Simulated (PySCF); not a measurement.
Computed shifts of a molecule C4H4ClF, KT2/pcSseg-1 in PySCF, GIAO, gas phase, atoms alike by connectivity averaged where their shifts nearly agree, in ppm (number of nuclei): ¹³C: 161.3 (1), 125.9 (1), 114.0 (1), 108.9 (1). ¹⁹F: -156.2 (1). ¹H: 6.06 (1), 5.95 (1), 5.63 (1), 5.52 (1). References: ¹³C against TMS (σ = 185.1 ppm); ¹⁹F against CFCl3 (σ = 127.1 ppm); ³⁵Cl against HCl (σ = 945.4 ppm); ¹H against TMS (σ = 31.47 ppm), references at their B3LYP-D3(BJ)/def2-TZVP geometries, non-relativistic (without spin–orbit terms, shifts of atoms bonded to Cl or Br come out too high). Geometry: B3LYP-D3(BJ)/def2-SVP. Other conformers were not sampled.

Q: Which structure fits?
A) C=C(Cl)/C=C\F
B) CC=C=C(F)Cl
C) C=C/C(F)=C/Cl
D) F[C@H]1C=C(Cl)C1

A: C, C=C/C(F)=C/Cl
